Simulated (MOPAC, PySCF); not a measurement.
C$_{3}$H$_{2}$O, SMILES `c1cc1=O`, neutral singlet in the gas phase. 

Cartesian coordinates (Å):
SMILES: c1(cc1)=O
```xyz
6

O      2.0175    -0.3683     0.1053
C      0.8375    -0.1529     0.0706
C     -0.5042    -0.5313    -0.2351
C     -0.2993     0.6780     0.3033
H     -1.2622    -1.2078    -0.6053
H     -0.7894     1.5823     0.6368
```
Charge 0, multiplicity 1.

All levels are single points at this geometry (B3LYP-D3(BJ)/def2-TZVP); Pople sets use spherical d functions. Orbital energies aren't observables, and empty levels follow the basis.

| level | HOMO (eV) | LUMO (eV) | gap (eV) | dipole (D) | vertical IE, Delta-SCF (eV) |
|---|---|---|---|---|---|
| ωB97X-D3(BJ)/def2-TZVP in PySCF | -9.45 | 1.11 | 10.56 | 4.34 | 9.61 |
| B3LYP/3-21G in PySCF | -6.39 | -0.94 | 5.45 | 3.68 | – |
| B3LYP/6-311+G** in PySCF | -6.86 | -1.55 | 5.31 | 4.36 | – |
| BP86/6-31G* in PySCF | -5.31 | -1.95 | 3.36 | 3.77 | – |
| M06-2X/6-31G* in PySCF | -8.18 | 0.22 | 8.40 | 4.10 | – |
| SVWN5/6-31G* in PySCF | -5.31 | -2.09 | 3.21 | 3.82 | 9.47 |
| HF/STO-3G in PySCF | -7.87 | 7.36 | 15.22 | 3.14 | – |
| AM1 in MOPAC | -10.39 | 0.06 | 10.45 | 3.21 | – |
| PM6 in MOPAC | -10.29 | -0.47 | 9.81 | 3.34 | – |
